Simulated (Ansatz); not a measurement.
Born–Oppenheimer molecular dynamics of ClH₅HfO₃Si (11 atoms, charge 0, multiplicity 1). It goes on from the last frame of an earlier run, with new velocities.

Computed with Ansatz 0.2.0, RHF/def2-SVP.

- ensemble: NVT, Langevin thermostat
- time step: 0.5 fs
- steps asked: 100
- set temperature: 1000 K
- friction: 0.001 /fs
- masses: H 2.014 u
- seed: 961231

First frame:

```xyz
11
Properties=species:S:1:pos:R:3
Hf -0.204 -0.280 0.242
Cl -0.132 0.490 2.574
O 1.567 -0.932 -0.244
Si 2.788 -1.213 -1.258
H 2.505 -0.978 -2.705
H 4.006 -0.389 -1.028
H 3.154 -2.728 -1.229
O -0.543 1.157 -0.977
H -0.612 1.845 -1.672
O -1.420 -1.745 0.075
H -2.135 -2.300 -0.029
```

Q: What does the run give?

A: The run went to its last step.

- steps done: 100
- time covered: 50 fs
- mean temperature over the second half: 612 K
- spread of the potential energy over the second half: 11.9 meV per atom
- mean potential energy of the second half above the start: 38.6 meV per atom

The mean temperature of the second half is 39 % below the set value. A run of 0.05 ps of so small a system gives no equilibrium averages.

Q: What happens to the structure?

A: No bond is clearly made or broken; grazing contacts change: Hf1–Si4 3.48 → 3.65 Å. Pairs count as bonded within 1.25 times the sum of covalent radii (0.12 Å more for H–H). Another seed would give other details.

Q: How do temperature and energy run in time?

A: 
| time (fs) | T (K) | potential energy less start (eV) |
| --- | --- | --- |
| 0 | 909 | 0.000 |
| 4 | 811 | 0.057 |
| 8 | 692 | 0.253 |
| 12 | 534 | 0.431 |
| 16 | 465 | 0.498 |
| 20 | 617 | 0.276 |
| 24 | 763 | 0.095 |
| 28 | 723 | 0.201 |
| 32 | 528 | 0.490 |
| 36 | 482 | 0.604 |
| 40 | 528 | 0.536 |
| 44 | 676 | 0.366 |
| 48 | 709 | 0.399 |

Run time: 4.9 min on 2 threads of Arm Neoverse V2, with other jobs on the host, peak memory 0.3 GiB.
